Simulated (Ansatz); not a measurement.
CH8ClGeNSi, SMILES `C[N]([GeH3])[SiH2]Cl`. Charge 0, multiplicity 1.

Z-matrix (Å, degrees):
```
C
N 1 1.458
H 1 1.094 2 110.5
H 1 1.095 2 110.8 3 -118.7
H 1 1.096 2 112.5 3 120.3
Ge 2 1.850 1 115.4 3 170.4
Si 2 1.699 1 119.4 3 -25.2
H 6 1.532 2 107.6 1 -179.5
H 6 1.539 2 107.3 1 -59.1
H 6 1.540 2 109.8 1 59.4
Cl 7 2.073 2 113.7 1 -74.5
H 7 1.481 2 109.5 1 42.7
H 7 1.479 2 109.0 1 167.1
```

Question: List the harmonic frequencies (cm⁻¹, unscaled) at PBE0-D4/def2-TZVP in Ansatz. (Best estimate.)

Answer: The calculation gave: 40, 80, 118, 152, 192, 242, 288, 473, 535, 582, 627, 652, 766, 829, 860, 884, 890, 924, 949, 1139, 1143, 1223, 1460, 1487, 1505, 2140, 2150, 2186, 2243, 2264, 3013, 3072, 3097.

Question: Is this a minimum?

Answer: Yes, all 33 modes are real.

Question: Give the ideal-gas thermochemistry at 298.15 K and 1 bar (rigid rotor, harmonic oscillator; point group C1, symmetry number 1).

Answer: Zero-point energy 228.5 kJ/mol; H(298) − E = 253.8 kJ/mol; entropy 396.6 J/(mol·K), of which translation 172.9, rotation 122.2, vibration 101.5; G(298) − E = 135.6 kJ/mol. Modes under 100 cm⁻¹ are hindered rotations or soft bends, so the harmonic entropy is rough.

Question: And at 400, 500, 600, 800 and 1000 K?

Answer: 
```json
{"T (K)": "400", "H − E (kJ/mol)": "268.6", "S (J/mol/K)": "438.9", "G − E (kJ/mol)": "93.0"}
{"T (K)": "500", "H − E (kJ/mol)": "285.4", "S (J/mol/K)": "476.5", "G − E (kJ/mol)": "47.2"}
{"T (K)": "600", "H − E (kJ/mol)": "304.3", "S (J/mol/K)": "510.8", "G − E (kJ/mol)": "-2.2"}
{"T (K)": "800", "H − E (kJ/mol)": "346.6", "S (J/mol/K)": "571.4", "G − E (kJ/mol)": "-110.6"}
{"T (K)": "1000", "H − E (kJ/mol)": "393.5", "S (J/mol/K)": "623.7", "G − E (kJ/mol)": "-230.2"}
```

Question: Rotational constants (cm⁻¹)?

Answer: 0.1148, 0.03044, 0.02778.
